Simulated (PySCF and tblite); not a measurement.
Results of a calculation; reference values are marked as such.
C₄H₉Br, numbered as in [CH3:1][CH2:2][CH2:3][CH2:4][Br:5].

Conformers came from 90 starts (ETKDG and KDG, MMFF94s, GFN2-xTB); geometries are PBE0-D3(BJ)/def2-SVP. Energies: PBE0-D3(BJ)/def2-TZVP, with GFN2-xTB thermal terms (modes under about 100 cm⁻¹ blended into free rotors). Symmetry numbers and mirror images are counted. Conformers within 4 kcal/mol (GFN2-xTB free energy) were kept, 7 at most. Programs: PySCF with density fitting and tblite.

Torsions listed: C1–C2–C3–C4, C2–C3–C4–Br5. Of a mirror pair one member is shown.

```csv
conformer,shape,symmetry,E(GFN2) kcal/mol
1,"70°, -80°",C1 (pair),1.86
2,"-57°, -60°",C1 (pair),0.52
3,"180°, 180°",Cs,0.06
4,"65°, 178°",C1 (pair),0.50
5,"-179°, -66°",C1 (pair),0.00
```

Question: Which of these conformers is the most populated at 298.15 K, and with what share?

Answer: Conformer 5, about 42 %. The lead over the next is within the error of the method.

Question: Give the DFT energies and free energies relative to the lowest, and all weights.

Answer: 
| conformer | shape | E(DFT) kcal/mol | G(298.15 K) kcal/mol | weight % |
| --- | --- | --- | --- | --- |
| 1 | 70°, -80° | 2.37 | 2.62 | 0.5 |
| 2 | -57°, -60° | 0.17 | 0.31 | 25.2 |
| 3 | 180°, 180° | 0.19 | 0.42 | 20.8 |
| 4 | 65°, 178° | 0.82 | 0.78 | 11.3 |
| 5 | -179°, -66° | 0.00 | 0.00 | 42.2 |

Question: How does its share change from 200 K to 400 K?

Answer: From 49 % to 38 %; the mixing entropy goes from 3.48 to 3.83 cal/(mol K).
